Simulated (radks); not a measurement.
Values are calculated unless marked as measured or tabulated.
Coulomb parameter of the 3d shell of the vanadium ion V3+ in the model configuration [Ar] 3d0.5 4s1.5, as a second difference U = [E(n + 0.5) + E(n - 0.5) - 2 E(n)] / (0.5)^2 with all orbitals relaxed. "Bare": the charge of the atom changes with n. "Screened": the 4s shell takes up the change at fixed total charge, which measures U(3d,3d) + U(4s,4s) - 2 U(3d,4s). Code: a radial shooting solver on a logarithmic mesh with Libxc functionals. Model: scalar-relativistic Kohn-Sham, r2SCAN, spin-unpolarised, spherical densities, finite nucleus; meta-GGA in the generalised Kohn-Sham scheme; Fermi nuclear charge, rms radius 3.6002 fm.

case              configuration  E - E(n) (eV)
start          [Ar] 3d0.5 4s1.5          0.000
bare +0.5        [Ar] 3d1 4s1.5        -21.139
bare -0.5            [Ar] 4s1.5         25.760
screened +0.5      [Ar] 3d1 4s1         -7.081
screened -0.5          [Ar] 4s2          8.165

U(bare) = 18.483 eV, U(screened by 4s) = 4.336 eV, against the Slater integral F0(3d,3d) = 23.078 eV with frozen orbitals.
